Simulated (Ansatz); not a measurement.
Harmonic frequencies (cm⁻¹) at PBE0-D4/def2-TZVP from Ansatz: 70, 146, 186, 244, 286, 322, 351, 383, 463, 542, 561, 570, 649, 698, 789, 832, 903, 959, 1217, 1886, 1910, 2219, 2257, 2664.

Each molecule was computed in one conformer, which needn't be the lowest.

**Question.** Which molecule is it?
A. `OC1=NCN1`
B. `[CH3][Zn][CH](F)S`
C. `B[SiH](F)[S][InH2]`
D. `C[NH][AlH][OH]`

**Answer.** C.
